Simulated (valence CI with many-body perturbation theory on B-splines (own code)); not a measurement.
## Hyperfine factors and g values of Bi XLV

Computed by relativistic CI+MBPT: three valence electrons over a frozen Dirac-Fock core [Kr], a basis of 9 s, 9 p, 10 d, 8 f, 5 g, 3 h, 1 i functions for each j, with the one-electron correlation potential Σ1, the two-electron term Σ2, the three-electron term Σ3, Breit, model QED; selected CI, second order for the rest (own B-spline code, finite nucleus).

The last digits are not significant, and no measured levels were compared; by estimate large intervals hold to a few tenths of a per cent, small ones and those within an open d or f shell to about a per cent. Only levels of the ground parity were solved; by the run's estimate the other parity begins above the list, which can be wrong where configurations are misplaced.

A/g_I is the dipole constant over the nuclear g factor μ/I (μ in nuclear magnetons, uniformly magnetised nucleus), B/Q the quadrupole constant per barn. Both hold the static response of the core; the bare values leave it out. Large factors of s and p1/2 electrons are usually good to 5 to 10 %; those of open d and f shells near neutrality can be off by tens of per cent, and small factors of p3/2, d and f electrons come from cancelling terms and can be off by a factor of two or in sign, in half-filled shells by more. B is blank for J = 1/2, where it vanishes, and for nearly pure S terms. Energies count from the lowest level.

Levels are named by their leading jj configuration (3d3/2^4 stands for four electrons in 3d with j = 3/2), which in mixed levels can hold well under half, so a name can repeat and another be missing. Letters in brackets count levels of one name in rising energy.

| Level | E (cm⁻¹) | g | A/g_I (MHz) | A/g_I bare | B/Q (MHz/b) | B/Q bare |
| --- | --- | --- | --- | --- | --- | --- |
| (4d3/2^3) J=3/2 | 0 | 0.727 | 44700 | 43300 | -29100 | -28300 |
| (4d3/2^2 4d5/2) J=5/2 [a] | 244090 | 1.057 | 24900 | 24700 | -15500 | -15100 |
| (4d3/2^2 4d5/2) J=3/2 | 265360 | 1.175 | 19600 | 19800 | -5260 | -5080 |
| (4d3/2^2 4d5/2) J=7/2 | 282890 | 1.041 | 27300 | 27000 | 12100 | 11700 |
| (4d3/2^2 4d5/2) J=9/2 | 283680 | 1.036 | 28200 | 27900 | 32900 | 31600 |
| (4d3/2^2 4d5/2) J=1/2 | 285460 | 1.815 | -21900 | -19200 |  |  |
| (4d3/2^2 4d5/2) J=5/2 [b] | 368900 | 1.239 | 16000 | 16500 | 49700 | 48000 |
| (4d3/2 4d5/2^2) J=7/2 [a] | 521490 | 1.125 | 19700 | 19800 | -4130 | -4040 |
| (4d3/2 4d5/2^2) J=9/2 | 540070 | 1.135 | 20900 | 21000 | 8470 | 8060 |
| (4d3/2 4d5/2^2) J=3/2 [a] | 555560 | 1.113 | 23700 | 23700 | -28500 | -27600 |
| (4d3/2 4d5/2^2) J=1/2 | 566690 | 1.511 | -10000 | -8510 |  |  |
| (4d3/2 4d5/2^2) J=5/2 [a] | 570290 | 1.303 | 6020 | 6780 | 34400 | 33200 |
| (4d3/2 4d5/2^2) J=11/2 | 575590 | 1.085 | 23800 | 23700 | 60600 | 58500 |
| (4d3/2 4d5/2^2) J=5/2 [b] | 603790 | 1.090 | 25500 | 25400 | -12400 | -12000 |
| (4d3/2 4d5/2^2) J=7/2 [b] | 606210 | 1.087 | 24600 | 24600 | 12200 | 11900 |
| (4d3/2 4d5/2^2) J=3/2 [b] | 678030 | 0.879 | 40200 | 39300 | 39000 | 37800 |
| (4d5/2^3) J=9/2 | 816460 | 1.166 | 16800 | 17000 | 3990 | 3860 |
| (4d5/2^3) J=3/2 | 864050 | 1.144 | 17600 | 17800 | 2240 | 2140 |
| (4d5/2^3) J=5/2 | 902030 | 1.169 | 16800 | 17100 | 3740 | 3610 |

Problem. Take the isotope of mass number 209, with I = 9/2, μ = 4.092 μN, leaving out the quadrupole term. What is the hyperfine structure of (4d3/2^3) J=3/2?

Solution. From the table A = 40600 MHz. Shifts from the centre of gravity in MHz: F = 3: -335000, F = 4: -173000, F = 5: 30400, F = 6: 274000.
